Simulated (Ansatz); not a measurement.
Ti6⁻. Total charge -1; doublet. Geometry PBE-D4/def2-SVPD; atoms count from 1.

```
atom    x (Å)    y (Å)    z (Å)
 Ti1   1.3227  -0.4671  -1.3850
 Ti2  -1.3179   0.4528   1.3981
 Ti3   1.0354   0.8970   0.6960
 Ti4  -1.0487  -0.8824  -0.6941
 Ti5   0.7623  -1.5863   0.8853
 Ti6  -0.7539   1.5860  -0.9003
```

The charge -1 doublet is spin-contaminated (final ⟨S²⟩ up to 5.07, 0.75 for a pure state). No other spin state of charge -1 was run. The geometry of the doublet was relaxed on an unsound state (⟨S²⟩ 3.36, where a pure state has 0.75). Another isomer (doublet) lies 0.27 eV lower at PBE0-D4/def2-SVP; other spin states weren't run for this one.

(1) Estimate the Mulliken populations from the PBE0/def2-SVP orbitals of Ansatz.

(2) Where does the spin sit?

(3) And the Mayer bond orders between bonded heavy atoms (over 0.3)?

Results:

(1) 
| atom | charge (e) | spin (α − β) | d electrons |
| --- | --- | --- | --- |
| Ti1 | -0.16 | -1.82 | 2.63 |
| Ti2 | -0.17 | 1.85 | 2.61 |
| Ti3 | -0.16 | 0.47 | 2.71 |
| Ti4 | -0.16 | 0.47 | 2.71 |
| Ti5 | -0.16 | -1.82 | 2.63 |
| Ti6 | -0.17 | 1.85 | 2.61 |
Mulliken values and Mayer orders depend strongly on the basis.

(2) Summed by element: Ti 1.00, of 1 unpaired in all. Largest on single atoms: Ti6 1.85, Ti2 1.85, Ti1 -1.82.

(3) Ti1–Ti3 1.17 (2.50 Å); Ti1–Ti4 1.17 (2.50 Å); Ti1–Ti5 1.13 (2.59 Å); Ti1–Ti6 0.67 (2.96 Å); Ti2–Ti3 1.23 (2.50 Å); Ti2–Ti4 1.23 (2.50 Å); Ti2–Ti5 0.67 (2.96 Å); Ti2–Ti6 1.10 (2.62 Å); Ti3–Ti4 0.47 (3.07 Å); Ti3–Ti5 1.17 (2.51 Å); Ti3–Ti6 1.23 (2.49 Å); Ti4–Ti5 1.17 (2.50 Å); Ti4–Ti6 1.23 (2.49 Å).
